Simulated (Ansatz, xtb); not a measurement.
**C5H8OSe: which of two isomers lies lower**

We compare X, `CCC(=C=O)[Se]C`, a singlet, with Y, `O=C1CC[Se]CC1`, a singlet. Both are isolated molecules in the gas phase, relaxed with B3LYP/def2-SVP, each in the lowest conformer that the search found.

X (Å):

```yaml
atoms:
  - { symbol: C, position_ang: [-2.6951, -1.8408, 0.0894] }
  - { symbol: C, position_ang: [-2.6359, -0.5675, -0.7603] }
  - { symbol: C, position_ang: [-1.6161, -0.6069, -1.8825] }
  - { symbol: C, position_ang: [-1.9035, -0.5296, -3.1721] }
  - { symbol: C, position_ang: [0.6282, -2.6025, -1.6018] }
  - { symbol: O, position_ang: [-2.1426, -0.4594, -4.3124] }
  - { symbol: Se, position_ang: [0.2875, -0.6575, -1.5930] }
  - { symbol: H, position_ang: [-3.4474, -1.7409, 0.8885] }
  - { symbol: H, position_ang: [-2.9589, -2.7191, -0.5213] }
  - { symbol: H, position_ang: [-1.7243, -2.0384, 0.5710] }
  - { symbol: H, position_ang: [-3.6295, -0.3635, -1.1958] }
  - { symbol: H, position_ang: [-2.4056, 0.2949, -0.1099] }
  - { symbol: H, position_ang: [1.7096, -2.7232, -1.4395] }
  - { symbol: H, position_ang: [0.3545, -3.0297, -2.5753] }
  - { symbol: H, position_ang: [0.0757, -3.0992, -0.7943] }
```

Y (Å):

```
atom    x (Å)    y (Å)    z (Å)
   C  -2.0494  -1.7849  -0.1252
   C  -2.8332  -1.0113  -1.1829
   C  -1.9639  -0.1818  -2.1357
   C   0.0982  -2.0878  -1.5091
   C  -0.9631  -2.7398  -0.6147
   O  -2.2990  -1.6674   1.0538
  Se  -0.6639  -1.2764  -3.1387
   H  -3.5408  -0.3608  -0.6442
   H  -3.4171  -1.7417  -1.7707
   H  -1.4102   0.5973  -1.5891
   H  -2.5837   0.3198  -2.8930
   H   0.6523  -1.3090  -0.9625
   H   0.8279  -2.8335  -1.8564
   H  -0.4941  -3.1768   0.2815
   H  -1.4573  -3.5532  -1.1752
```

Problem. Which of the two would you expect CCSD(T)/def2-SVP + ΔMP2/def2-TZVPP electronic energies to favour?

Solution. Structure Y; the calculation gives E(Y) − E(X) = −21.3 kcal/mol.

The same difference at several levels:

| level | geometry | E(Y) − E(X) (kcal/mol) | departure from the last row (kcal/mol) | job, with rough time for the two |
| --- | --- | --- | --- | --- |
| GFN2-xTB | GFN2-xTB | −20.5 | +0.8 | optimisation, 0.23 s |
| HF/STO-3G | GFN2-xTB | −46.0 | −24.6 | single point, 0.96 s |
| r2SCAN-D4/def2-SVP | GFN2-xTB | −20.7 | +0.6 | single point, 5.8 s |
| B3LYP/def2-SVP | B3LYP/def2-SVP | −17.7 | +3.6 | optimisation, 71 s |
| HF/def2-SVP | B3LYP/def2-SVP | −21.8 | −0.5 | part of the CCSD(T) run |
| MP2/def2-SVP | B3LYP/def2-SVP | −20.0 | +1.4 | part of the CCSD(T) run |
| CCSD(T)/def2-SVP | B3LYP/def2-SVP | −21.2 | +0.1 | single point |
| CCSD(T)/def2-SVP + ΔMP2/def2-TZVPP | B3LYP/def2-SVP | −21.3 |  | single point, 2.9 min |

As drawn, Y has 2 C–C in place of 1 C=C. Structure X has no ring, Y a 6-membered ring.

None of the levels shown reverses the order. The largest departure from CCSD(T)/def2-SVP + ΔMP2/def2-TZVPP is that of HF/STO-3G, 24.6 kcal/mol. The last row adds to CCSD(T) the change of the MP2 difference between the two basis sets, here −0.1 kcal/mol.

With thermal terms from frequencies at re-optimised GFN2-xTB minima (ideal gas, soft modes damped towards free rotors, one conformer each, 298.15 K, 1 atm): on the last row, ΔE + ΔZPE = −18.9, ΔH = −20.6, ΔG = −16.6 kcal/mol.

The correlated steps freeze 15 core orbitals; the filled d shell of Se is correlated, in a basis made for valence electrons. Codes used: Ansatz 0.2.0, xtb 6.7.1; the last row on 4 threads of Arm Neoverse V1 on a shared host.
